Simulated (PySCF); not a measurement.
Nuclear quadrupole coupling in `Cc1pc(F)cs1`

C₄H₄FPS.
Z-matrix (Å and degrees, GFN2-xTB geometry), rows numbered from 1:
```
C 
C   1  1.4912
P   2  1.7135  1  124.36
C   3  1.7778  2   91.78  1  -179.99
F   4  1.3460  3  120.26  2   179.83
C   4  1.3531  3  119.37  2    -0.12
S   6  1.7108  4  115.20  3     0.15
H   1  1.0875  2  109.92  3    -0.12
H   1  1.0903  2  110.88  3   120.18
H   1  1.0901  2  110.75  3  -120.30
H   6  1.0744  4  125.77  3  -179.96
```

Field gradients from the PBE0/pcSseg-1 density (PySCF, non-relativistic), principal values in atomic units, ordered |Vxx| ≤ |Vyy| ≤ |Vzz|:

```tsv
atom	Vxx	Vyy	Vzz
S7	-0.3208	-1.4873	1.8081
```

Find the asymmetry η = (Vxx − Vyy)/Vzz and the couplings χ = eQV/h (234.96 MHz × Q in barn × V in au), with Q(33S) = −0.0678 b.

```csv
atom,environment,nucleus,η,χzz (MHz),χxx (MHz),χyy (MHz)
S7,thiophene-type sulfur,33S,0.65,-28.80,5.11,23.69
```

What is Vzz at S7 in SI units (1 au = 9.71736 × 10²¹ V/m²)?

1.8081 au = 17.570 × 10²¹ V/m².

And the gradient at the other heavy atoms, for which no coupling is worked out here?

```csv
atom,environment,Vzz (au),η
C1,benzylic-type carbon,0.120,0.13
C2,substituted aromatic carbon,-0.273,0.12
P3,phosphorus bonded to 2 C,-1.015,0.38
C4,aromatic C–F carbon,-0.380,0.95
F5,aryl fluorine,3.052,0.10
C6,aromatic CH next to a ring sulfur,-0.188,0.56
```

Were the hydrogens deuterons (Q(2H) = 0.00286 b), χzz would run from 207 kHz (H9 and H10) to 229 kHz (H11).

Geometry: GFN2-xTB; no solvent, vibrations or thermal averaging. GFN2-xTB bond lengths can be off by several hundredths of an ångström, more for odd bonds, and the gradients follow them. With a basis this small, the couplings can be 20 % off.
